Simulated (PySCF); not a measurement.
# Whose spectrum? (BN-doped PAH)

All values: TDDFT B3LYP/def2-SVP, gas phase, PySCF SCF with an in-house response code, fitting set def2-universal-JFIT up to Ne and JKFIT beyond, grid level 1 (kernel 0), vertical, one conformer each, geometries GFN2-xTB; core orbitals frozen in the response, virtual orbitals above 1.5 Eh left out. The lowest 6 singlets were sought, and the brightest is taken among them. The runs took 1 to 3 CPU minutes each on shared server CPUs.

Some members have dark charge-transfer states, which this functional places too low. Without diffuse functions Rydberg states are missing, so unbound LUMOs, wide gaps and states within about 2 eV of the ionisation energy come out too high, and electron affinities are rough.

One system has its HOMO at -5.69 eV, its LUMO at -1.53 eV and these singlet states:

```json
{"state": "S1", "eV": "3.66", "f": "0.138"}
{"state": "S2", "eV": "3.83", "f": "0.018"}
{"state": "S3", "eV": "4.10", "f": "0.004"}
{"state": "S4", "eV": "4.18", "f": "0.147"}
{"state": "S5", "eV": "4.23", "f": "0.176"}
{"state": "S6", "eV": "4.45", "f": "0.223"}
```

Q: Which is it?
A. B1C=c2c(ccc3c2ccc2ccccc23)=C2C=CC=CN12 (C20H14BN)
B. c1ccc2[b-](c1)ccc1c2ccc2c3ccccc3ccc21 ([C21H14B]-)
C. B1Nc2c(ccc3ccccc23)-c2ccc3ccccc3c21 (C20H14BN)
D. c1ccc2c(c1)ccc1c2ccc2c3ccccc3cc[n+]21 ([C21H14N]+)

A: C.

Q: How do the candidates compare?

A: 
| system | HOMO / eV | LUMO / eV | S1 / eV | f(S1) | brightest state sought / eV |
| --- | --- | --- | --- | --- | --- |
| B1C=c2c(ccc3c2ccc2ccccc23)=C2C=CC=CN12 | -5.05 | -1.79 | 2.96 | 0.136 | 3.01 |
| B1Nc2c(ccc3ccccc23)-c2ccc3ccccc3c21 | -5.69 | -1.53 | 3.66 | 0.138 | 4.45 |
| c1ccc2[b-](c1)ccc1c2ccc2c3ccccc3ccc21 | -1.32 | 1.66 | 2.50 | 0.008 | 3.22 |
| c1ccc2c(c1)ccc1c2ccc2c3ccccc3cc[n+]21 | -9.54 | -6.03 | 3.05 | 0.265 | 3.05 |
